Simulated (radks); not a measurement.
Valence configurations of Hf I (all share [Xe]). Method: scalar-relativistic Kohn-Sham, PBEsol, spin-polarised, spherical densities, finite nucleus; open shells are filled with parallel spins first (spin-orbit coupling, left out, can overturn this in heavy ions); Fermi nuclear charge, rms radius 5.347 fm; computed with a radial shooting solver on a logarithmic mesh with Libxc functionals. Energies are relative to 4f14 5d2 6s2; eigenvalues in eV for spin up.

valence	E (eV)	moment (Bohr magnetons)	e(4f)	e(5d)	e(6p)	e(6s)
4f14 5d2 6s2	0.000	2	-16.781	-3.131	-	-5.463
4f14 5d3 6s1	1.080	4	-15.088	-2.503	-	-5.294
4f14 5d2 6s1.5 6p0.5	1.401	3	-17.475	-3.817	-2.038	-6.094
4f14 5d1 6s2 6p1	2.155	2	-20.267	-5.311	-2.564	-6.919
4f14 5d2 6s1 6p1	2.564	4	-18.052	-4.402	-2.405	-6.613
4f14 5d2.5 6s0.5 6p1	3.711	4	-17.203	-3.962	-2.285	-6.345
4f14 5d3 6p1	4.939	4	-16.441	-3.570	-2.183	-
4f13 5d2 6s1.5 6p1.5	21.553	5	-29.363	-7.492	-3.060	-7.924
4f12 5d4 6s2	39.048	6	-33.662	-5.629	-	-6.055
4f12 5d3 6s1.5 6p1.5	45.476	7	-38.364	-9.015	-3.124	-8.281

NIST lists [Xe] 4f14 5d2 6s2 as the ground configuration; this level of theory agrees among the configurations tried. The energies are those of spherical high-spin densities, not of single terms.
